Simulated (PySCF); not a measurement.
Isomers of C5H12N2SSi, mass 160.049 u with the commonest isotopes. Theory: PBE0/pcSseg-1 in PySCF (dipole) on a GFN2-xTB geometry, gas phase. One conformer each, none proved a minimum here; rigid rotors.

Question: Order these by dipole moment, largest first.
A. `[CH3:1]/[N:2]=[CH:3]/[C:4]1([NH:5][SiH2:6][SH:7])[CH2:8][CH2:9]1` with N2–C3–C4–N5 0°, C3–C4–N5–Si6 -163°, C4–N5–Si6–S7 -179°, N5–Si6–S7–H 48°
B. `[CH3:1][C:2]([CH3:3])([SiH2:4][NH2:5])[S:6][CH2:7][C:8]#[N:9]` with C1–C2–Si4–N5 176°, C2–Si4–N5–H -48° and 176°, C1–C2–S6–C7 -68°, C2–S6–C7–C8 -89°
C. `[H]/[N:5]=[C:4](/[CH:3]=[N:2]\[CH3:1])[CH2:6][CH2:7][S:8][SiH3:9]` with N2–C3–C4–N5 -26°, C3–C4–C6–C7 -65°, C4–C6–C7–S8 179°, C6–C7–S8–Si9 -173°

Answer: A (4.03 D), B (2.80 D), C (1.82 D).

Question: Order these by radius of gyration √(Σ m r²/M), smallest first.
A. `[CH3:1]/[N:2]=[CH:3]/[C:4]1([NH:5][SiH2:6][SH:7])[CH2:8][CH2:9]1` with N2–C3–C4–N5 0°, C3–C4–N5–Si6 -163°, C4–N5–Si6–S7 -179°, N5–Si6–S7–H 48°
B. `[H]/[N:5]=[C:4](/[CH:3]=[N:2]\[CH3:1])[CH2:6][CH2:7][S:8][SiH3:9]` with N2–C3–C4–N5 -26°, C3–C4–C6–C7 -65°, C4–C6–C7–S8 179°, C6–C7–S8–Si9 -173°
C. `[CH3:1][C:2]([CH3:3])([SiH2:4][NH2:5])[S:6][CH2:7][C:8]#[N:9]` with C1–C2–Si4–N5 176°, C2–Si4–N5–H -48° and 176°, C1–C2–S6–C7 -68°, C2–S6–C7–C8 -89°

Answer: C (2.147 Å), A (2.581 Å), B (2.871 Å).

Question: Order these by rotational constant B, smallest first.
A. `[H]/[N:5]=[C:4](/[CH:3]=[N:2]\[CH3:1])[CH2:6][CH2:7][S:8][SiH3:9]` with N2–C3–C4–N5 -26°, C3–C4–C6–C7 -65°, C4–C6–C7–S8 179°, C6–C7–S8–Si9 -173°
B. `[CH3:1]/[N:2]=[CH:3]/[C:4]1([NH:5][SiH2:6][SH:7])[CH2:8][CH2:9]1` with N2–C3–C4–N5 0°, C3–C4–N5–Si6 -163°, C4–N5–Si6–S7 -179°, N5–Si6–S7–H 48°
C. `[CH3:1][C:2]([CH3:3])([SiH2:4][NH2:5])[S:6][CH2:7][C:8]#[N:9]` with C1–C2–Si4–N5 176°, C2–Si4–N5–H -48° and 176°, C1–C2–S6–C7 -68°, C2–S6–C7–C8 -89°

Answer: A (438.9 MHz), B (650.0 MHz), C (1037 MHz).

| SMILES | point group | Ia (u·Å²) | Ib (u·Å²) | Ic (u·Å²) | κ | μa (D) | μb (D) | μc (D) |
| --- | --- | --- | --- | --- | --- | --- | --- | --- |
| C/N=C/C1(N[SiH2]S)CC1 | C1 | 317.20 | 777.45 | 1038.22 | -0.70 | 3.83 | 1.17 | 0.46 |
| [H]/N=C(/C=N\C)CCS[SiH3] | C1 | 214.47 | 1151.48 | 1273.24 | -0.96 | 1.40 | 0.14 | 1.15 |
| CC(C)([SiH2]N)SCC#N | C1 | 344.59 | 487.42 | 642.87 | -0.26 | 1.93 | 1.48 | 1.39 |
